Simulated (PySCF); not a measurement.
# Al(OH)₃: BP86 against PBE0

Base calculation in PySCF with density fitting and no spin–orbit coupling, BP86/def2-TZVP (no relativity): singlet, C3h, Al–O 1.708 Å (×3), O–H 0.968 Å (×3); Al–O–H 120.6° (×3), O–Al–O 120.0° (×3); wavenumbers 215 (×2), 272, 300, 345 (×2), 628, 654 (×2), 691, 907 (×2), 3785 (×2), 3785 cm⁻¹; gap between the highest occupied and lowest empty levels 5.98 eV, polar-tensor charge of Al 1.57 e, atomisation energy (no zero-point energy) 2819 kJ/mol.

Task: What changes on going to PBE0/def2-TZVP (no relativity)?

Result: The point group stays the same. Changes: mean bond to Al -0.019 Å, highest wavenumber +181 cm⁻¹, lowest wavenumber +8 cm⁻¹, gap between the highest occupied and lowest empty levels +2.61 eV, polar-tensor charge of Al +0.12 e, atomisation energy (no zero-point energy) -114 kJ/mol. The new structure has Al–O 1.689 Å (×3), O–H 0.956 Å (×3); Al–O–H 122.4° (×3), O–Al–O 120.0° (×3), with wavenumbers 223 (×2), 283, 325, 355 (×2), 635, 649 (×2), 712, 944 (×2), 3965 (×2), 3966 cm⁻¹.

Only the bonding shown was studied: isomers, or loss of a ligand pair, can lie lower.
